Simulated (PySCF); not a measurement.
C4H6ClF, SMILES C=CC[C@H](F)Cl.

The structure is a stationary point at B3LYP-D3(BJ)/def2-SVP. The structure was generated by enumeration; whether it is a known compound was not checked. The values are those of a single conformer.

Computed with B3LYP-D3(BJ)/def2-SVP in PySCF.

Frequencies are harmonic and unscaled.

Task: Give all harmonic wavenumbers and intensities. (Estimate from the structure and the level; the computed values follow.)

Result: 
| mode | ν (cm⁻¹) | IR (km/mol) | moving atoms (share of kinetic energy) |
|---|---|---|---|
| 1 | 86 | 0.3 | C 51 %, H 29 %, F 17 % |
| 2 | 93 | 1.0 | C 55 %, H 25 %, Cl 15 % |
| 3 | 200 | 0.5 | C 35 %, H 34 %, F 17 %, Cl 14 % |
| 4 | 310 | 6.3 | C 45 %, F 23 %, Cl 20 %, H 13 % |
| 5 | 385 | 2.2 | Cl 41 %, F 29 %, C 18 %, H 12 % |
| 6 | 409 | 0.8 | C 44 %, H 24 %, F 24 %, Cl 8 % |
| 7 | 493 | 6.2 | H 51 %, C 34 %, F 14 % |
| 8 | 634 | 23.8 | H 56 %, C 40 % |
| 9 | 791 | 98.2 | C 73 %, H 16 %, Cl 9 % |
| 10 | 876 | 22.7 | H 52 %, C 36 %, F 12 % |
| 11 | 950 | 12.1 | H 57 %, C 43 % |
| 12 | 957 | 26.1 | H 64 %, C 35 % |
| 13 | 1008 | 29.6 | H 52 %, C 40 %, F 8 % |
| 14 | 1038 | 9.3 | H 80 %, C 19 % |
| 15 | 1127 | 77.4 | C 60 %, H 24 %, F 15 % |
| 16 | 1150 | 45.4 | C 51 %, H 43 % |
| 17 | 1227 | 14.4 | H 77 %, C 23 % |
| 18 | 1268 | 6.8 | H 79 %, C 19 % |
| 19 | 1303 | 2.7 | H 81 %, C 19 % |
| 20 | 1340 | 20.1 | H 69 %, C 30 % |
| 21 | 1388 | 20.5 | H 76 %, C 23 % |
| 22 | 1429 | 1.9 | H 86 %, C 14 % |
| 23 | 1446 | 7.1 | H 87 %, C 13 % |
| 24 | 1723 | 5.3 | C 87 %, H 13 % |
| 25 | 3043 | 5.5 | H 94 % |
| 26 | 3100 | 11.0 | H 92 %, C 8 % |
| 27 | 3115 | 11.0 | H 91 %, C 9 % |
| 28 | 3131 | 6.6 | H 95 % |
| 29 | 3158 | 5.3 | H 91 %, C 9 % |
| 30 | 3229 | 9.1 | H 89 %, C 11 % |
